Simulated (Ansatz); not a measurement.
Reaction (substitution at a C–Si bond): `C[SiH]1BCC1` + `OC(=S)[TeH]` → `COC(=S)[TeH]` + `B1CC[SiH2]1`

Gas-phase electronic energies from Ansatz, PBE0-D4/def2-TZVP geometries. CBS: MP2 limit from def2 TZ/QZ plus the TZ coupled-cluster correction, frozen cores. DFT in def2-TZVPP. B3LYP here is the variant with VWN-RPA as its local correlation; programs differ in this. def2 core potentials past Kr. For Te outer-core shells are correlated without core-valence functions, which leaves a few kJ/mol of doubt a bond. One conformer a species, not always the lowest.

| level | ΔE (kJ/mol) | difference from CCSD(T)/CBS |
| --- | --- | --- |
| B3LYP-D4 | 70.5 | -6.4 |
| ωB97X-V | 73.3 | -3.6 |
| ωB97M-V | 78.1 | 1.2 |
| B2PLYP | 73.9 | -3.0 |
| PBE | 73.2 | -3.7 |
| HF/def2-TZVPP | 71.5 | -5.4 |
| SCS-MP2/def2-TZVPP | 75.4 | -1.5 |
| HF/def2-QZVPP | 71.6 | -5.3 |
| MP2/def2-QZVPP | 80.8 | 3.9 |
| HF/CBS(def2) | 71.7 | -5.2 |
| CCSD(T)/CBS | 76.9 | 0 |

Largest T1 diagnostic among the species: 0.016.

From PBE to PBE0 (25 % exact exchange), in def2-TZVPP and without D4, ΔE moves by +3.7 kJ/mol. In def2-TZVPP, CCSD(T) changes the Hartree–Fock value by +4.1 kJ/mol (the triples alone add −1.5 kJ/mol) and MP2 by +8.5 kJ/mol.
